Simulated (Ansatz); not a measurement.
Calculated with Ansatz (gas phase, PBE0-D4/def2-TZVP geometries, no zero-point term in ΔE). CCSD(T)/CBS is the MP2 limit (def2-TZVPP, def2-QZVPP) plus CCSD(T) − MP2 in def2-TZVPP, frozen cores. DFT in def2-TZVPP. B3LYP here is the variant with VWN-RPA as its local correlation; programs differ in this. Each species was taken in one conformer, which may not be the lowest.

Consider the ligand exchange at the Si–O bond: `CO[SiH](C)O[Si](O)(O)O` + `CCS` → `CCS[Si](O)(O)O` + `CO[SiH](C)O`.

```tsv
level	ΔE (kJ/mol)	difference from CCSD(T)/CBS
PBE-D4	56.6	-18.6
r2SCAN-D4	70.7	-4.5
PBE0-D4	65.3	-9.9
B3LYP-D4	76.2	1.0
ωB97X-V	73.7	-1.5
ωB97M-V	73.8	-1.4
B2PLYP	78.1	2.9
PBE	58.1	-17.1
r2SCAN	70.5	-4.7
PBE0	66.3	-8.9
B3LYP	79.1	3.9
HF/def2-TZVPP	102.5	27.3
MP2/def2-TZVPP	72.8	-2.4
SCS-MP2/def2-TZVPP	79.7	4.5
CCSD/def2-TZVPP	84.0	8.8
CCSD(T)/def2-TZVPP	78.7	3.5
HF/def2-QZVPP	105.1	29.9
MP2/def2-QZVPP	71.7	-3.5
SCS-MP2/def2-QZVPP	78.6	3.4
HF/CBS(def2)	105.5	30.3
MP2/CBS(def2)	69.4	-5.8
CCSD/CBS(def2)	80.5	5.3
CCSD(T)/CBS	75.2	0
```

Largest T1 diagnostic among the species: 0.011.

In def2-TZVPP, CCSD(T) changes the Hartree–Fock value by −23.8 kJ/mol (the triples alone add −5.3 kJ/mol) and MP2 by −29.7 kJ/mol. From PBE to PBE0 (25 % exact exchange), in def2-TZVPP and without D4, ΔE moves by +8.3 kJ/mol.
